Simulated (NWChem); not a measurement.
The numbers come from NWChem runs, not from measurements. System: BeO, charge 0, spin multiplicity 1, displaced from the optimised geometry. The structure started from a generated list of species. Level: PBE/def2-TZVP.

Job file:

```
start mol
memory heap 200 mb stack 900 mb global 1100 mb
geometry units angstroms nocenter noautoz
  Be     0.000000     0.000000     0.910485
  O      0.000000     0.000000    -0.455243
  symmetry group C2v
end
basis spherical
  * library def2-tzvp
end
dft
  xc xpbe96 cpbe96
  semidirect memsize 60000000 filesize 0
  iterations 100
  convergence energy 1e-4 density 1e-3 gradient 5e-3
end
task dft gradient
```

Output (cleaned and shortened):

```
             Northwest Computational Chemistry Package (NWChem) 7.3.0
             --------------------------------------------------------

                                NWChem Input Module
                                -------------------

 Scaling coordinates for geometry "geometry" by  1.889725989
 (inverse scale =  0.529177249)

 Turning off AUTOSYM since
 SYMMETRY directive was detected!

                             Geometry "geometry" -> ""
                             -------------------------

 Output coordinates in angstroms (scale by  1.889725989 to convert to a.u.)

  No.       Tag          Charge          X              Y              Z
 ---- ---------------- ---------- -------------- -------------- --------------
    1 Be                   4.0000     0.00000000     0.00000000     0.91048500
    2 O                    8.0000     0.00000000     0.00000000    -0.45524300

 Effective nuclear repulsion energy (a.u.)      12.3990076853

            Nuclear Dipole moment (a.u.)
            ----------------------------
        X                 Y               Z
 ---------------- ---------------- ----------------
     0.0000000000     0.0000000000    -0.0000075589

      Symmetry information
      --------------------

 Group name             C2v
 Group number             16
 Group order               4
 No. of unique centers     2

      Symmetry unique atoms

     1    2


 Summary of "ao basis" -> "" (spherical)
 ------------------------------------------------------------------------------
       Tag                 Description            Shells   Functions and Types
 ---------------- ------------------------------  ------  ---------------------
 *                         def2-tzvp                  on all atoms

  pbe96 is a nonlocal functional; adding pw91lda local functional.

                                 NWChem DFT Module
                                 -----------------

 Summary of "ao basis" -> "ao basis" (spherical)
 ------------------------------------------------------------------------------
       Tag                 Description            Shells   Functions and Types
 ---------------- ------------------------------  ------  ---------------------
 Be                        def2-tzvp                 9       19   5s3p1d
 O                         def2-tzvp                11       31   5s3p2d1f

 Summary of "ao basis" -> "ao basis" (spherical)
 ------------------------------------------------------------------------------
       Tag                 Description            Shells   Functions and Types
 ---------------- ------------------------------  ------  ---------------------
 Be                        def2-tzvp                 9       19   5s3p1d
 O                         def2-tzvp                11       31   5s3p2d1f

      Symmetry analysis of basis
      --------------------------

        a1         24
        a2          4
        b1         11
        b2         11

            General Information
            -------------------
          SCF calculation type: DFT
          Wavefunction type:  closed shell.
          No. of atoms     :     2
          No. of electrons :    12
           Alpha electrons :     6
            Beta electrons :     6
          Charge           :     0
          Spin multiplicity:     1
          Use of symmetry is: on ; symmetry adaption is: on
          Maximum number of iterations: 100
          AO basis - number of functions:    50
                     number of shells:    20
          Convergence on energy requested:  1.00D-04
          Convergence on density requested:  1.00D-03
          Convergence on gradient requested:  5.00D-03

              XC Information
              --------------
          PerdewBurkeErnzerhof Exchange Functional  1.000
            Perdew 1991 LDA Correlation Functional  1.000 local
           PerdewBurkeErnz. Correlation Functional  1.000 non-local

             Grid Information
             ----------------
          Grid used for XC integration:  medium
          Radial quadrature: Mura-Knowles
          Angular quadrature: Lebedev.
          Tag              B.-S. Rad. Rad. Pts. Rad. Cut. Ang. Pts.
          ---              ---------- --------- --------- ---------
          Be                  1.05       49           8.0       434
          O                   0.60       49           7.0       434
          Grid pruning is: on
          Number of quadrature shells:    98
          Spatial weights used:  Erf1

          Convergence Information
          -----------------------
          Convergence aids based upon iterative change in
          total energy or number of iterations.
          Levelshifting, if invoked, occurs when the
          HOMO/LUMO gap drops below (HL_TOL):  1.00D-02
          DIIS, if invoked, will attempt to extrapolate
          using up to (NFOCK): 10 stored Fock matrices.

                    Damping( 0%)  Levelshifting(0.5)       DIIS
                  --------------- ------------------- ---------------
          dE  on:    start            ASAP                start
          dE off:    2 iters        100 iters           100 iters

      Screening Tolerance Information
      -------------------------------
          Density screening/tol_rho:  1.00D-10
          AO Gaussian exp screening on grid/accAOfunc:   9
          CD Gaussian exp screening on grid/accCDfunc:  20
          XC Gaussian exp screening on grid/accXCfunc:  20
          Schwarz screening/accCoul:  1.00D-08

      Superposition of Atomic Density Guess
      -------------------------------------

 Sum of atomic energies:         -89.35688712
[...]
 d= 0,ls=0.0,diis     5    -89.8239352103 -4.32D-03  5.25D-04  7.72D-03     0.4

 !! scf_movecs_sym_adapt:    2 vectors were symmetry contaminated

  Symmetry fudging

 !! scf_movecs_sym_adapt:    2 vectors were symmetry contaminated

  Resetting Diis
 d= 0,ls=0.0,diis     6    -89.8243439154 -4.09D-04  4.81D-04  3.71D-03     0.5

 !! scf_movecs_sym_adapt:    2 vectors were symmetry contaminated

  Symmetry fudging

 !! scf_movecs_sym_adapt:    2 vectors were symmetry contaminated

 d= 0,ls=0.0,diis     7    -89.8247629071 -4.19D-04  1.20D-03  4.33D-04     0.5

 !! scf_movecs_sym_adapt:    2 vectors were symmetry contaminated

  Symmetry fudging

 !! scf_movecs_sym_adapt:    2 vectors were symmetry contaminated

 d= 0,ls=0.0,diis     8    -89.8232017885  1.56D-03  1.02D-03  1.46D-02     0.5

 !! scf_movecs_sym_adapt:    2 vectors were symmetry contaminated

  Symmetry fudging

 !! scf_movecs_sym_adapt:    2 vectors were symmetry contaminated

 d= 0,ls=0.0,diis     9    -89.8248118795 -1.61D-03  8.93D-06  1.03D-06     0.6

 !! scf_movecs_sym_adapt:    2 vectors were symmetry contaminated

  Symmetry fudging

 !! scf_movecs_sym_adapt:    2 vectors were symmetry contaminated

 d= 0,ls=0.0,diis    10    -89.8248119886 -1.09D-07  2.19D-06  4.64D-08     0.6

         Total DFT energy =      -89.824811988553
      One electron energy =     -148.272765616656
           Coulomb energy =       57.357441484072
    Exchange-Corr. energy =      -11.308495541241
 Nuclear repulsion energy =       12.399007685271

 Numeric. integr. density =       11.999999653987

     Total iterative time =      0.4s

                  Occupations of the irreducible representations
                  ----------------------------------------------

                     irrep           alpha         beta
                     --------     --------     --------
                     a1                4.0          4.0
                     a2                0.0          0.0
                     b1                1.0          1.0
                     b2                1.0          1.0

                       DFT Final Molecular Orbital Analysis
                       ------------------------------------

 Vector    4  Occ=2.000000D+00  E=-2.553926D-01  Symmetry=a1
              MO Center= -6.2D-15, -1.7D-15, -3.5D-01, r^2= 1.0D+00
   Bfn.  Coefficient  Atom+Function         Bfn.  Coefficient  Atom+Function
  ----- ------------  ---------------      ----- ------------  ---------------
    27      0.421842  2 O  pz                24     -0.350507  2 O  s
    30      0.337934  2 O  pz                 3      0.322506  1 Be s
     4      0.246899  1 Be s                  8      0.208464  1 Be pz
    33      0.139077  2 O  pz                 2     -0.137156  1 Be s
    22     -0.107121  2 O  s                 23     -0.086594  2 O  s

 Vector    5  Occ=2.000000D+00  E=-2.217460D-01  Symmetry=b2
              MO Center= -5.1D-31,  8.5D-16, -1.9D-01, r^2= 1.1D+00
   Bfn.  Coefficient  Atom+Function         Bfn.  Coefficient  Atom+Function
  ----- ------------  ---------------      ----- ------------  ---------------
    26      0.419727  2 O  py                29      0.346930  2 O  py
     7     -0.280384  1 Be py                32      0.219828  2 O  py
    13      0.101095  1 Be py                16     -0.033898  1 Be d -1

 Vector    6  Occ=2.000000D+00  E=-2.217460D-01  Symmetry=b1
              MO Center=  3.4D-15, -1.2D-30, -1.9D-01, r^2= 1.1D+00
   Bfn.  Coefficient  Atom+Function         Bfn.  Coefficient  Atom+Function
  ----- ------------  ---------------      ----- ------------  ---------------
    25      0.419727  2 O  px                28      0.346930  2 O  px
     6     -0.280384  1 Be px                31      0.219828  2 O  px
    12      0.101095  1 Be px                18      0.033898  1 Be d  1

 Vector    7  Occ=0.000000D+00  E=-1.780425D-01  Symmetry=a1
              MO Center= -2.0D-14, -3.5D-15,  1.5D+00, r^2= 2.3D+00
   Bfn.  Coefficient  Atom+Function         Bfn.  Coefficient  Atom+Function
  ----- ------------  ---------------      ----- ------------  ---------------
     8      0.455588  1 Be pz                 4     -0.339753  1 Be s
     3     -0.275368  1 Be s                  5     -0.203581  1 Be s
    14     -0.201368  1 Be pz                27      0.157901  2 O  pz
    24     -0.153735  2 O  s                  2      0.129298  1 Be s
    30      0.122582  2 O  pz                 1      0.076437  1 Be s

 Vector    8  Occ=0.000000D+00  E=-1.660853D-02  Symmetry=b2
              MO Center=  1.0D-17,  3.5D-15,  9.7D-01, r^2= 3.7D+00
   Bfn.  Coefficient  Atom+Function         Bfn.  Coefficient  Atom+Function
  ----- ------------  ---------------      ----- ------------  ---------------
    13      0.684006  1 Be py                 7     -0.456876  1 Be py
    32     -0.292709  2 O  py                26     -0.243370  2 O  py
    29     -0.173899  2 O  py                16      0.114161  1 Be d -1
    10      0.025686  1 Be py

 Vector    9  Occ=0.000000D+00  E=-1.660851D-02  Symmetry=b1
              MO Center=  2.4D-14, -1.6D-17,  9.7D-01, r^2= 3.7D+00
   Bfn.  Coefficient  Atom+Function         Bfn.  Coefficient  Atom+Function
  ----- ------------  ---------------      ----- ------------  ---------------
    12      0.684006  1 Be px                 6     -0.456876  1 Be px
    31     -0.292709  2 O  px                25     -0.243370  2 O  px
    28     -0.173899  2 O  px                18     -0.114161  1 Be d  1
     9      0.025686  1 Be px

 center of mass
 --------------
 x =   0.00000000 y =   0.00000000 z =   0.06981570

 moments of inertia (a.u.)
 ------------------
          38.394993567586           0.000000000000           0.000000000000
           0.000000000000          38.394993567586           0.000000000000
           0.000000000000           0.000000000000           0.000000000000

     Multipole analysis of the density
     ---------------------------------

     L   x y z        total         alpha         beta         nuclear
     -   - - -        -----         -----         ----         -------
     0   0 0 0     -0.000000     -6.000000     -6.000000     12.000000

     1   1 0 0     -0.000000     -0.000000     -0.000000      0.000000
     1   0 1 0     -0.000000     -0.000000     -0.000000      0.000000
     1   0 0 1      2.249551      1.124779      1.124779     -0.000008

     2   2 0 0     -7.983587     -3.991794     -3.991794      0.000000
     2   1 1 0     -0.000000     -0.000000     -0.000000      0.000000
     2   1 0 1     -0.000000     -0.000000     -0.000000      0.000000
     2   0 2 0     -7.983587     -3.991794     -3.991794      0.000000
     2   0 1 1      0.000000      0.000000      0.000000      0.000000
     2   0 0 2     -2.942503    -10.352312    -10.352312     17.762121

            General Information
            -------------------
          SCF calculation type: DFT
          Wavefunction type:  closed shell.
          No. of atoms     :     2
          No. of electrons :    12
           Alpha electrons :     6
            Beta electrons :     6
          Charge           :     0
          Spin multiplicity:     1
          Use of symmetry is: on ; symmetry adaption is: on
          Maximum number of iterations: 100
          AO basis - number of functions:    50
                     number of shells:    20
          Convergence on energy requested:  1.00D-04
          Convergence on density requested:  1.00D-03
          Convergence on gradient requested:  5.00D-03

              XC Information
              --------------
          PerdewBurkeErnzerhof Exchange Functional  1.000
            Perdew 1991 LDA Correlation Functional  1.000 local
           PerdewBurkeErnz. Correlation Functional  1.000 non-local

             Grid Information
             ----------------
          Grid used for XC integration:  medium
          Radial quadrature: Mura-Knowles
          Angular quadrature: Lebedev.
          Tag              B.-S. Rad. Rad. Pts. Rad. Cut. Ang. Pts.
          ---              ---------- --------- --------- ---------
          Be                  1.05       49           8.0       434
          O                   0.60       49           7.0       434
          Grid pruning is: on
          Number of quadrature shells:    98
          Spatial weights used:  Erf1

          Convergence Information
          -----------------------
          Convergence aids based upon iterative change in
          total energy or number of iterations.
          Levelshifting, if invoked, occurs when the
          HOMO/LUMO gap drops below (HL_TOL):  1.00D-02
          DIIS, if invoked, will attempt to extrapolate
          using up to (NFOCK): 10 stored Fock matrices.

                    Damping( 0%)  Levelshifting(0.5)       DIIS
                  --------------- ------------------- ---------------
          dE  on:    start            ASAP                start
          dE off:    2 iters        100 iters           100 iters

      Screening Tolerance Information
      -------------------------------
          Density screening/tol_rho:  1.00D-10
          AO Gaussian exp screening on grid/accAOfunc:   9
          CD Gaussian exp screening on grid/accCDfunc:  20
          XC Gaussian exp screening on grid/accXCfunc:  20
          Schwarz screening/accCoul:  1.00D-08

                            NWChem DFT Gradient Module
                            --------------------------

  charge          =   0.00
  wavefunction    = closed shell

  Using symmetry

                         DFT ENERGY GRADIENTS

    atom               coordinates                        gradient
                 x          y          z           x          y          z
   1 Be      0.000000   0.000000   1.720567    0.000000   0.000000   0.016368
   2 O       0.000000   0.000000  -0.860285    0.000000   0.000000  -0.016368

                 ----------------------------------------
                 |  Time  |  1-e(secs)   |  2-e(secs)   |
                 ----------------------------------------
                 |  CPU   |       0.00   |       0.78   |
                 ----------------------------------------
                 |  WALL  |       0.00   |       0.78   |
                 ----------------------------------------

 Task  times  cpu:        1.4s     wall:        1.4s

 Total times  cpu:        1.5s     wall:        1.5s
```
